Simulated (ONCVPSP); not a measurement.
**What one change does to a pseudopotential (tin, ONCV)**

tin (Sn), optimised norm-conserving Vanderbilt (ONCV), made with ONCVPSP 4.0.1 (PBE, non-relativistic). Core [Kr] 4d10, reference 5s2 5p2. Waves: 5s: rc 2.00 bohr, ncon 4, nbas 9, qcut 3 1/bohr, 3 projectors, debl 2.1 Ha; 5p: rc 2.85 bohr, ncon 4, nbas 9, qcut 3.1 1/bohr, 2 projectors, debl 2.6 Ha; d scattering state at 0.44 Ha: rc 2.95 bohr, ncon 4, nbas 8, qcut 2.8 1/bohr, 1 projector. Local part: polynomial inside 1.55 bohr (lpopt 5, dvloc0 0 Ha). Core correction: Teter function fitted to the true core (icmod 2), fcfact 0.4.

Change: p: qcut 3.3.

Cutoffs: the cutoffs (Ha) at which the residual kinetic energy of the hardest occupied pseudo-wave falls to 1 and 0.1 mHa per electron; they do not see the model core or the augmentation charge, which bear on the density cutoff. Errors are all-electron minus pseudo energies relative to the spin-unpolarised reference configuration.

**Question.** What does the change do?

**Answer.** The potential gets neither clearly harder nor softer (8.7 Ha and 46 Ha → 8.7 Ha and 46 Ha); the s channel sets the loose cutoff, while the largest relative change is in p, which becomes harder; the errors of the 4 common tests hardly move; neither file shows a bound ghost.

```csv
quantity,base,changed
"cutoff, loose",8.7 Ha,8.7 Ha
"cutoff, tight",46 Ha,46 Ha
loose cutoff by channel,"s 8.7 Ha, p 2.4 Ha","s 8.7 Ha, p 3.2 Ha"
bound ghosts,none,none
GHOST(+) flags under 300 eV,"p at 84.1 eV, s at 89.7 eV","p at 85.5 eV, s at 89.7 eV"
"error for 5s2 5p1, meV [ΔE 6.94 eV]",-1.9,-1.6
"error for 5s2 5p0, meV [ΔE 20.89 eV]",-40,-37
"error for 5s1 5p0, meV [ΔE 50.65 eV]",-238,-229
"error for 5s2 5p1.5, meV [ΔE 2.65 eV]",0.0,+0.1
s: phases at 2.03 bohr within 0.05 rad from the reference energy up to (Ha; the scan ends near 5),to the end of the scan,to the end of the scan
p: phases at 2.89 bohr within 0.05 rad from the reference energy up to (Ha; the scan ends near 5),1.7,1.7
d: phases at 3.00 bohr within 0.05 rad from the reference energy up to (Ha; the scan ends near 5),1.1,1.1
"rms error of d²Exc/dni dnj with the model core, mHa",0.57,0.58
```

Base: The cutoffs count occupied waves only; projector 3 of the s channel, the hardest unoccupied one, needs 85 Ha at the loose tolerance. Changed file: The cutoffs count occupied waves only; projector 3 of the s channel, the hardest unoccupied one, needs 85 Ha at the loose tolerance.
